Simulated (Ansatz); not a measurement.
W6S15⁻, a cluster. Charge -1, multiplicity 2. Geometry PBE-D4/def2-SVP, that of the neutral singlet; atoms count from 1.

```csv
atom,x (Å),y (Å),z (Å)
W1,-2.488,0.027,2.394
W2,-1.415,0.895,-0.322
W3,-0.419,1.753,-2.944
W4,0.156,-0.849,1.471
W5,1.260,-0.047,-1.149
W6,2.906,-1.780,0.551
S7,-0.621,1.406,2.056
S8,-2.065,-1.407,0.587
S9,-4.421,1.134,2.175
S10,-2.215,-1.069,4.224
S11,0.471,2.371,-0.864
S12,-0.974,-0.442,-2.334
S13,-3.395,1.796,-0.101
S14,1.106,1.826,-4.583
S15,-2.233,2.858,-3.276
S16,2.317,0.442,1.012
S17,0.872,-2.370,-0.457
S18,0.972,-2.101,3.067
S19,2.424,0.305,-2.966
S20,4.448,-1.789,-0.948
S21,3.316,-2.961,2.408
```

In the def2 sets W takes a core potential; there is no spin–orbit coupling. Single mean-field runs in def2-TZVP are fitted with def2-universal-jkfit.

Q: Estimate the Mulliken populations from the PBE0/def2-TZVP orbitals of Ansatz.

A: 
```tsv
atom	charge (e)	spin (α − β)	d electrons
W1	0.56	-0.06	4.15
W2	0.51	0.00	4.57
W3	0.56	-0.06	4.15
W4	0.51	0.00	4.57
W5	0.51	0.00	4.57
W6	0.56	-0.06	4.15
S7	-0.25	0.00	–
S8	-0.25	0.00	–
S9	-0.39	0.17	–
S10	-0.33	0.08	–
S11	-0.25	0.00	–
S12	-0.25	0.00	–
S13	-0.18	0.16	–
S14	-0.38	0.17	–
S15	-0.33	0.08	–
S16	-0.25	0.00	–
S17	-0.25	0.00	–
S18	-0.18	0.16	–
S19	-0.18	0.16	–
S20	-0.33	0.08	–
S21	-0.38	0.17	–
```
Mulliken values and Mayer orders depend strongly on the basis.

Q: Where does the spin sit?

A: Summed by element: W -0.19, S 1.19, of 1 unpaired in all. Largest on single atoms: S21 0.17, S9 0.17, S14 0.17.

Q: And the Mayer bond orders between bonded heavy atoms (over 0.3)?

A: W1–W4 0.36 (2.93 Å); W1–S7 1.09 (2.35 Å); W1–S8 1.09 (2.35 Å); W1–S9 1.68 (2.24 Å); W1–S10 2.11 (2.15 Å); W2–W3 0.36 (2.93 Å); W2–W4 0.30 (2.95 Å); W2–W5 0.30 (2.95 Å); W2–S7 0.57 (2.56 Å); W2–S8 0.57 (2.56 Å); W2–S11 0.77 (2.46 Å); W2–S12 0.77 (2.46 Å); W2–S13 1.78 (2.19 Å); W3–S11 1.09 (2.35 Å); W3–S12 1.09 (2.35 Å); W3–S14 1.68 (2.24 Å); W3–S15 2.11 (2.15 Å); W4–W5 0.30 (2.95 Å); W4–S7 0.77 (2.46 Å); W4–S8 0.77 (2.46 Å); W4–S16 0.57 (2.56 Å); W4–S17 0.57 (2.56 Å); W4–S18 1.78 (2.19 Å); W5–W6 0.36 (2.93 Å); W5–S11 0.57 (2.56 Å); W5–S12 0.57 (2.56 Å); W5–S16 0.77 (2.46 Å); W5–S17 0.77 (2.46 Å); W5–S19 1.78 (2.19 Å); W6–S16 1.09 (2.35 Å); W6–S17 1.09 (2.35 Å); W6–S20 2.11 (2.15 Å); W6–S21 1.68 (2.24 Å). Values over 0.3 also appear between atoms too far apart for a bond (S9–S13 0.35 at 2.58 Å; S14–S19 0.35 at 2.58 Å; S18–S21 0.35 at 2.58 Å); they arise where an orbital or an unpaired electron spreads over both atoms.
